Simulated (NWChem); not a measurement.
System: C3H5NOSi; SMILES [SiH3]c1ncco1

NWChem printed, in part:

```
             Northwest Computational Chemistry Package (NWChem) 7.3.0
             --------------------------------------------------------

 C1  symmetry detected

                             Geometry "geometry" -> ""
                             -------------------------

 Output coordinates in angstroms (scale by  1.889725989 to convert to a.u.)

  No.       Tag          Charge          X              Y              Z
 ---- ---------------- ---------- -------------- -------------- --------------
    1 Si                  14.0000    -0.00162964    -2.03039448    -0.00004192
    2 C                    6.0000    -0.09342569    -0.15338305     0.00015772
    3 N                    7.0000    -1.15844332     0.60059148     0.00007369
    4 C                    6.0000    -0.68371197     1.90310744    -0.00007882
    5 C                    6.0000     0.67369493     1.88014070    -0.00007954
    6 O                    8.0000     1.07338734     0.57624700     0.00007758
    7 H                    1.0000    -1.38883183    -2.54656624     0.00378826
    8 H                    1.0000     0.72351135    -2.50070794    -1.20854201
    9 H                    1.0000     0.73026747    -2.50044654     1.20446248
   10 H                    1.0000    -1.35127690     2.75295828    -0.00017058
   11 H                    1.0000     1.45180575     2.62697820    -0.00008388

 Effective nuclear repulsion energy (a.u.)     272.2251952950

                                 NWChem DFT Module
                                 -----------------

 Summary of "ao basis" -> "ao basis" (spherical)
 ------------------------------------------------------------------------------
       Tag                 Description            Shells   Functions and Types
 ---------------- ------------------------------  ------  ---------------------
 Si                        def2-tzvp                13       37   5s5p2d1f
 C                         def2-tzvp                11       31   5s3p2d1f
 N                         def2-tzvp                11       31   5s3p2d1f
 O                         def2-tzvp                11       31   5s3p2d1f
 H                         def2-tzvp                 4        6   3s1p

            General Information
            -------------------
          SCF calculation type: DFT
          Wavefunction type:  closed shell.
          No. of atoms     :    11
          No. of electrons :    52
           Alpha electrons :    26
            Beta electrons :    26
          Charge           :     0
          Spin multiplicity:     1
          Use of symmetry is: off; symmetry adaption is: off
          Maximum number of iterations: 150
          AO basis - number of functions:   222
                     number of shells:    88
          Convergence on energy requested:  1.00D-06
          Convergence on density requested:  1.00D-05
          Convergence on gradient requested:  5.00D-04

              XC Information
              --------------
                         PBE0 Method XC Functional
                     Hartree-Fock (Exact) Exchange  0.250
          PerdewBurkeErnzerhof Exchange Functional  0.750
            Perdew 1991 LDA Correlation Functional  1.000 local
           PerdewBurkeErnz. Correlation Functional  1.000 non-local

             Grid Information
             ----------------
          Grid used for XC integration:  medium
          Radial quadrature: Mura-Knowles
          Angular quadrature: Lebedev.
          Tag              B.-S. Rad. Rad. Pts. Rad. Cut. Ang. Pts.
          ---              ---------- --------- --------- ---------
          Si                  1.10       88          13.0       590
          C                   0.70       49          12.0       434
          N                   0.65       49          11.0       434
          O                   0.60       49          11.0       434
          H                   0.35       45          14.0       434
          Grid pruning is: on
          Number of quadrature shells:   558
          Spatial weights used:  Erf1

      Superposition of Atomic Density Guess
      -------------------------------------

 Sum of atomic energies:        -533.44430016

      Non-variational initial energy
      ------------------------------

 Total energy =    -536.791571
 1-e energy   =   -1272.461198
 2-e energy   =     463.444432
 HOMO         =      -0.251515
 LUMO         =      -0.008275

------------------------------------------------------------
EAF file 0: "./job.aoints.0" size=808452096 bytes
------------------------------------------------------------
               write      read    awrite     aread      wait
               -----      ----    ------     -----      ----
     calls:     1542         0         0         0         0
   data(b): 8.08e+08  0.00e+00  0.00e+00  0.00e+00
   time(s): 0.00e+00  0.00e+00  0.00e+00  0.00e+00  0.00e+00
rate(mb/s): 0.00e+00  0.00e+00
------------------------------------------------------------

     ---------------------------------------------
      Total Density - Mulliken Population Analysis
     ---------------------------------------------

    Atom       Charge   Shell Charges
 -----------   ------   -------------------------------------------------------
    1 Si  14    13.65   2.00  0.59  1.39  0.87  0.46  4.11  1.73  0.52  1.32  0.48  0.08  0.08  0.01
    2 C    6     5.59   0.86  1.12  0.55  0.62  0.08  0.99  1.00  0.21  0.03  0.11  0.02
    3 N    7     7.61   0.82  1.15  0.60  0.89  0.21  1.51  1.75  0.62  0.01  0.05  0.00
    4 C    6     6.11   0.86  1.12  0.57  0.59  0.10  1.19  1.23  0.36  0.02  0.07  0.01
    5 C    6     5.90   0.86  1.12  0.56  0.59  0.10  1.11  1.13  0.32  0.03  0.07  0.01
    6 O    8     8.35   0.79  1.18  0.59  0.95  0.24  1.86  2.06  0.65  0.00  0.04  0.00
    7 H    1     1.04   0.23  0.54  0.26  0.01
    8 H    1     1.04   0.23  0.54  0.26  0.01
    9 H    1     1.04   0.23  0.54  0.26  0.01
   10 H    1     0.83   0.24  0.45  0.12  0.02
   11 H    1     0.83   0.24  0.45  0.12  0.02

   convergence    iter        energy       DeltaE   RMS-Dens  Diis-err
 ---------------- ----- ----------------- --------- --------- ---------
 d= 0,ls=0.0,diis     1   -536.3794091444 -8.09D+02  3.71D-03  9.65D-01
 d= 0,ls=0.0,diis     2   -536.3651245494  1.43D-02  2.44D-03  9.27D-01
 d= 0,ls=0.0,diis     3   -536.4434019361 -7.83D-02  1.07D-03  2.14D-01
 d= 0,ls=0.0,diis     4   -536.4637898874 -2.04D-02  3.42D-04  3.27D-02
 d= 0,ls=0.0,diis     5   -536.4667724584 -2.98D-03  8.53D-05  1.60D-03
  Resetting Diis
 d= 0,ls=0.0,diis     6   -536.4669037097 -1.31D-04  2.97D-05  1.18D-04
 d= 0,ls=0.0,diis     7   -536.4669164384 -1.27D-05  1.99D-05  1.27D-05
 d= 0,ls=0.0,diis     8   -536.4669134080  3.03D-06  1.24D-05  3.66D-05
 d= 0,ls=0.0,diis     9   -536.4669180662 -4.66D-06  1.04D-06  1.52D-07
 d= 0,ls=0.0,diis    10   -536.4669180809 -1.47D-08  3.53D-07  1.74D-08

         Total DFT energy =     -536.466918080866
      One electron energy =    -1276.460340434706
           Coulomb energy =      521.911369776714
    Exchange-Corr. energy =      -54.143142717833
 Nuclear repulsion energy =      272.225195294958

 Numeric. integr. density =       51.999983468595

                       DFT Final Molecular Orbital Analysis
                       ------------------------------------

 Vector   24  Occ=2.000000D+00  E=-3.438228D-01
              MO Center= -3.1D-01,  7.0D-01, -1.7D-04, r^2= 2.4D+00
   Bfn.  Coefficient  Atom+Function         Bfn.  Coefficient  Atom+Function
  ----- ------------  ---------------      ----- ------------  ---------------
    76      0.285519   3 N  pz              169     -0.275382   6 O  pz
    79      0.252530   3 N  pz              172     -0.237511   6 O  pz
   107      0.181530   4 C  pz              110      0.165035   4 C  pz
   175     -0.164923   6 O  pz               82      0.146680   3 N  pz
   113      0.092065   4 C  pz               45      0.088504   2 C  pz

 Vector   25  Occ=2.000000D+00  E=-3.106538D-01
              MO Center= -1.0D+00,  5.6D-01,  8.9D-05, r^2= 1.8D+00
   Bfn.  Coefficient  Atom+Function         Bfn.  Coefficient  Atom+Function
  ----- ------------  ---------------      ----- ------------  ---------------
    74      0.346124   3 N  px               77      0.283651   3 N  px
    72     -0.243902   3 N  s                80      0.219571   3 N  px
   167      0.145061   6 O  px               41      0.138511   2 C  s
    71     -0.135880   3 N  s               170      0.126245   6 O  px
    75      0.125552   3 N  py               73     -0.110564   3 N  s

 Vector   26  Occ=2.000000D+00  E=-2.686613D-01
              MO Center=  3.9D-02,  1.1D+00, -2.0D-04, r^2= 3.0D+00
   Bfn.  Coefficient  Atom+Function         Bfn.  Coefficient  Atom+Function
  ----- ------------  ---------------      ----- ------------  ---------------
   138      0.270963   5 C  pz              141      0.254795   5 C  pz
    45     -0.231713   2 C  pz              107      0.223394   4 C  pz
    48     -0.214624   2 C  pz              110      0.209551   4 C  pz
   144      0.160008   5 C  pz               51     -0.139326   2 C  pz
   113      0.124072   4 C  pz               76     -0.104072   3 N  pz

 Vector   27  Occ=0.000000D+00  E=-2.775208D-02
              MO Center=  5.0D-02,  2.1D-01,  9.9D-05, r^2= 3.8D+00
   Bfn.  Coefficient  Atom+Function         Bfn.  Coefficient  Atom+Function
  ----- ------------  ---------------      ----- ------------  ---------------
   144      0.328006   5 C  pz              201      0.304791   8 H  s
   207     -0.303894   9 H  s                20      0.302275   1 Si pz
    48      0.269685   2 C  pz              175     -0.268261   6 O  pz
    45      0.241258   2 C  pz               51      0.237326   2 C  pz
   169     -0.223670   6 O  pz               82     -0.215534   3 N  pz

 Vector   28  Occ=0.000000D+00  E= 2.547543D-02
              MO Center=  1.1D-01, -2.5D+00, -2.8D-04, r^2= 4.8D+00
   Bfn.  Coefficient  Atom+Function         Bfn.  Coefficient  Atom+Function
  ----- ------------  ---------------      ----- ------------  ---------------
    19      1.807535   1 Si py               42     -1.507477   2 C  s
    50      1.277545   2 C  py                5      1.217118   1 Si s
   195      0.511507   7 H  s                16      0.464709   1 Si py
    73     -0.299842   3 N  s               201      0.219492   8 H  s
   207      0.218995   9 H  s                47      0.182603   2 C  py

 Vector   29  Occ=0.000000D+00  E= 3.777756D-02
              MO Center= -2.8D-01,  1.4D+00,  2.7D-03, r^2= 3.7D+00
   Bfn.  Coefficient  Atom+Function         Bfn.  Coefficient  Atom+Function
  ----- ------------  ---------------      ----- ------------  ---------------
   113      0.700717   4 C  pz              144     -0.569144   5 C  pz
    82     -0.410593   3 N  pz              107      0.298970   4 C  pz
   110      0.286780   4 C  pz               20      0.276238   1 Si pz
   201      0.262402   8 H  s               207     -0.237978   9 H  s
    76     -0.236002   3 N  pz              138     -0.234589   5 C  pz

------------------------------------------------------------
EAF file 0: "./job.aoints.0" size=1557135360 bytes
------------------------------------------------------------
               write      read    awrite     aread      wait
               -----      ----    ------     -----      ----
     calls:     2970         9         0     26721     26721
   data(b): 1.56e+09  4.72e+06  0.00e+00  1.40e+10
   time(s): 0.00e+00  0.00e+00  0.00e+00  0.00e+00  0.00e+00
rate(mb/s): 0.00e+00  0.00e+00
------------------------------------------------------------

     ---------------------------------------------
      Total Density - Mulliken Population Analysis
     ---------------------------------------------

    Atom       Charge   Shell Charges
 -----------   ------   -------------------------------------------------------
    1 Si  14    13.81   2.00  0.57  1.39  0.90  0.42  4.13  1.69  0.61  1.47  0.36  0.12  0.13  0.02
    2 C    6     5.91   0.86  1.12  0.53  0.62  0.05  1.24  1.12  0.20  0.03  0.13  0.02
    3 N    7     7.25   0.82  1.15  0.57  0.88  0.19  1.48  1.54  0.55  0.01  0.06  0.00
    4 C    6     6.11   0.85  1.12  0.53  0.57  0.11  1.30  1.20  0.31  0.02  0.08  0.01
    5 C    6     6.01   0.85  1.12  0.53  0.58  0.08  1.28  1.16  0.27  0.03  0.09  0.01
    6 O    8     8.19   0.79  1.18  0.59  0.95  0.26  1.87  1.92  0.59  0.00  0.04  0.00
    7 H    1     1.00   0.24  0.54  0.21  0.01
    8 H    1     1.01   0.24  0.54  0.22  0.01
    9 H    1     1.01   0.24  0.54  0.22  0.01
   10 H    1     0.86   0.27  0.47  0.10  0.02
   11 H    1     0.84   0.27  0.47  0.09  0.02

     -------------------------------------------
      Total Density - Lowdin Population Analysis
     -------------------------------------------

    Atom       Charge   Shell Charges
 -----------   ------   -------------------------------------------------------
    1 Si  14    13.69   2.00  0.84  1.09  0.54  0.33  3.85  1.88  0.72  1.26  0.66  0.12  0.34  0.07
    2 C    6     6.45   0.91  1.04  0.37  0.33  0.18  1.08  1.22  0.57  0.05  0.59  0.10
    3 N    7     6.89   0.89  1.07  0.44  0.44  0.24  1.32  1.53  0.73  0.01  0.20  0.02
    4 C    6     6.25   0.91  1.04  0.35  0.32  0.17  1.12  1.27  0.55  0.04  0.42  0.07
    5 C    6     6.25   0.91  1.04  0.36  0.33  0.17  1.11  1.25  0.51  0.04  0.45  0.08
    6 O    8     7.67   0.87  1.09  0.51  0.52  0.26  1.71  1.80  0.78  0.00  0.12  0.01
    7 H    1     1.02   0.24  0.47  0.28  0.02
    8 H    1     1.03   0.24  0.47  0.29  0.02
    9 H    1     1.03   0.24  0.47  0.29  0.02
   10 H    1     0.86   0.25  0.39  0.16  0.06
   11 H    1     0.87   0.25  0.39  0.16  0.06

     Multipole analysis of the density
     ---------------------------------

     L   x y z        total         alpha         beta         nuclear
     -   - - -        -----         -----         ----         -------
     0   0 0 0     -0.000000    -26.000000    -26.000000     52.000000

     1   1 0 0      0.484625      0.242313      0.242313      0.000000
     1   0 1 0      0.329313      0.164656      0.164656      0.000000
     1   0 0 1     -0.000042     -0.000021     -0.000021     -0.000000

     2   2 0 0    -33.784325    -72.441658    -72.441658    111.098991
     2   1 1 0      0.873419      0.439499      0.439499     -0.005578
     2   1 0 1      0.000007     -0.000026     -0.000026      0.000059
     2   0 2 0    -26.172196   -262.076212   -262.076212    497.980229
     2   0 1 1     -0.000736     -0.000540     -0.000540      0.000343
     2   0 0 2    -32.906859    -21.651682    -21.651682     10.396505
```

Level: PBE0/def2-TZVP. All runs use the structure optimised with B3LYP/6-31G* (spherical d).

Reconstruct the input file.

Several could match; the one computed here: the input that was run:
```
start job
memory heap 200 mb stack 900 mb global 1100 mb
geometry units angstroms noautoz
  Si     0.010787    -2.030854     0.004637
  C     -0.086702    -0.154327     0.031854
  N     -1.080174     0.594621     0.425339
  C     -0.648199     1.899329     0.243536
  C      0.611801     1.882741    -0.261643
  O      0.991415     0.580764    -0.405316
  H     -1.271890    -2.553506     0.526511
  H      0.237106    -2.504975    -1.385142
  H      1.141495    -2.490249     0.851932
  H     -1.273418     2.746018     0.488706
  H      1.329067     2.633213    -0.554122
end
basis spherical
  * library def2-tzvp
end
dft
  xc pbe0
  iterations 150
  semidirect filesize 400000000
  mulliken
end
task dft energy
```
